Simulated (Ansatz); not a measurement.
Geometry optimisation, Ansatz 0.2.0, UKS PBE-D4/STO-3G.

Input:

```yaml
crystal:
  periodic: [false, false, false]
  atoms:
    - { symbol: "N", position_ang: [-0.5837, 2.1439, 0.3283] }
    - { symbol: Al, position_ang: [-1.0784, 0.3543, 0.6286] }
    - { symbol: O, position_ang: [-0.9531, -0.8661, -0.7449] }
    - { symbol: Si, position_ang: [0.773, -1.4278, -0.657] }
    - { symbol: H, position_ang: [-2.31526, 1.24983, 0.4291] }
    - { symbol: H, position_ang: [-0.2982, 2.2686, -0.6723] }
    - { symbol: H, position_ang: [-1.5125, -0.1144, 2.0855] }
    - { symbol: H, position_ang: [0.9478, -2.4103, -1.7274] }
    - { symbol: H, position_ang: [1.6483, -0.3111, -0.8143] }
    - { symbol: H, position_ang: [0.9537, -2.0907, 0.665] }
magnetization:
  spin_polarized: true
basis:
  gaussian: { orbitals: STO-3G }
hamiltonian:
  xc: pbe
  dispersion: d4
relax:
  f_tol: 0.02
  max_steps: 50
output:
  orbitals: {}
```

Command:

```bash
$ ansatz run input.yaml --threads 1 --pin off --max-ram 2048MiB --backend cpu --events-out ev --progress --plain --runs-dir out
```

Question: Where does it end, and by what steps?

Answer: It converged. The force dipped under the threshold on the way, but the program's further checks kept it going. Limits of this set-up: minimal basis. After 27 steps the energy has fallen by 4.549 eV; H6 moved furthest, 1.71 Å. Parted: Al2–H5. Joined: N1–H5.

| step | energy less start (eV) | largest force component (eV/Å) | accepted |
| --- | --- | --- | --- |
| 0 | 0.0000 | 2.826 | yes |
| 1 | -0.7291 | 1.545 | yes |
| 2 | -1.5725 | 2.888 | yes |
| 3 | -2.7122 | 3.045 | yes |
| 4 | -3.3883 | 4.173 | yes |
| 5 | -3.7933 | 1.410 | yes |
| 6 | -3.9424 | 0.807 | yes |
| 7 | -4.0708 | 0.885 | yes |
| 8 | -4.1588 | 1.610 | yes |
| 9 | -4.2352 | 2.869 | yes |
| 10 | -4.3572 | 0.961 | yes |
| 11 | -4.2922 | 2.369 | no |
| 12 | -4.4298 | 0.349 | yes |
| 13 | -4.4531 | 0.549 | yes |
| 14 | -4.4813 | 0.272 | yes |
| 15 | -4.5074 | 0.275 | yes |
| 16 | -4.5211 | 0.288 | yes |
| 17 | -4.5321 | 0.199 | yes |
| 18 | -4.5411 | 0.106 | yes |
| 19 | -4.5432 | 0.064 | yes |
| 20 | -4.5437 | 0.233 | yes |
| 21 | -4.5460 | 0.066 | yes |
| 22 | -4.5471 | 0.024 | yes |
| 23 | -4.5478 | 0.064 | yes |
| 24 | -4.5478 | 0.052 | yes |
| 25 | -4.5487 | 0.014 | yes |
| 26 | -4.5488 | 0.011 | yes |
| 27 | -4.5489 | 0.015 | yes |

```xyz
10
Properties=species:S:1:pos:R:3
N -1.677 1.858 0.134
Al -0.641 0.516 0.509
O -0.172 -0.373 -0.879
Si 0.856 -1.706 -0.591
H -2.076 2.526 0.828
H -2.001 2.130 -0.819
H -0.240 0.228 1.934
H 1.124 -2.331 -1.881
H 2.144 -1.329 0.000
H 0.264 -2.722 0.286
```

Whether the end is a true minimum wasn't checked by a vibrational analysis.

The run took 51 s on 1 thread of Intel(R) Xeon(R) 6975P-C (Granite Rapids), with other jobs on the host, peak memory 0.18 GiB.
